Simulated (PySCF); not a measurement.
## Running PySCF for BSe

Input:

```python
from pyscf import gto, scf
from pyscf.hessian import thermo

mol = gto.M(
    atom='B 0 0 0; Se 0 0 2.219',
    basis='pcseg-1',
    charge=0,
    spin=1,
    verbose=3,
)
mf = scf.UHF(mol)
mf = mf.density_fit(auxbasis='def2-universal-jkfit')
mf.kernel()
hess = mf.Hessian().kernel()
print('wavenumber (cm^-1) =', thermo.harmonic_analysis(mol, hess)['freq_wavenumber'].round(1))
mf.dip_moment()
print('orbital energies (hartree):', [e[max(0, n-3):n+3].round(4) for e, n in zip(mf.mo_energy, mol.nelec)])
```

```bash
$ python input.py
```

Output (some set-up lines and the per-cycle HOMO/LUMO lines with their warnings removed):

```
converged SCF energy = -2424.07938530326  <S^2> = 0.79804619  2S+1 = 2.0474825
wavenumber (cm^-1) = [0.+376.9j]
Dipole moment(X, Y, Z, Debye): -0.00000, -0.00000, -2.79066
orbital energies (hartree): [array([-0.4331, -0.3445, -0.3445,  0.0096,  0.0096,  0.1283]), array([-0.5222, -0.3397, -0.3397, -0.0432,  0.0277,  0.0277])]
```

In short: E(SCF) = -2424.079385 Eh, ⟨S²⟩ = 0.798, μz(SCF) = -2.79 D.

Wall time 5.5 s on one thread of a shared host.

The bond length is a typed value, not an optimised one, so the wavenumber is not that of the minimum. No search for the lowest solution was made.
